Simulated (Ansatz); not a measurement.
Relaxation of ClFGeH4 (7 atoms, charge 0, multiplicity 1), to a largest force component of 0.03 eV/Å in at most 50 steps.

These are results of RKS B3LYP-D4/def2-SVP in Ansatz, not measurements.

```xyz
7
Properties=species:S:1:pos:R:3
Ge 0.233 0.000 -0.036
Cl 0.393 0.000 2.175
H 1.696 0.000 -0.516
H -0.486 1.287 -0.453
H -0.486 -1.287 -0.453
F -2.493 0.000 0.914
H -2.140 0.000 1.772
```

Where does it end, and by what steps?

It converged. After 7 steps the energy has fallen by 0.066 eV; F6 moved furthest, 0.24 Å.

```csv
step,energy less start (eV),largest force component (eV/Å),accepted
0,0.0000,0.242,yes
1,0.0639,2.148,no
2,-0.0356,0.715,yes
3,-0.0519,0.631,yes
4,-0.0611,0.311,yes
5,-0.0639,0.116,yes
6,-0.0656,0.034,yes
7,-0.0658,0.014,yes
```

```xyz
7
Properties=species:S:1:pos:R:3
Ge 0.253 0.000 -0.082
Cl 0.208 0.000 2.132
H 1.748 0.000 -0.441
H -0.447 1.283 -0.539
H -0.447 -1.283 -0.539
F -2.631 0.000 1.107
H -1.966 0.000 1.765
```

Whether the end is a true minimum wasn't checked by a vibrational analysis.

Run time: 18 s on 2 threads of Arm Neoverse V1 (shared host), peak memory 0.17 GiB.
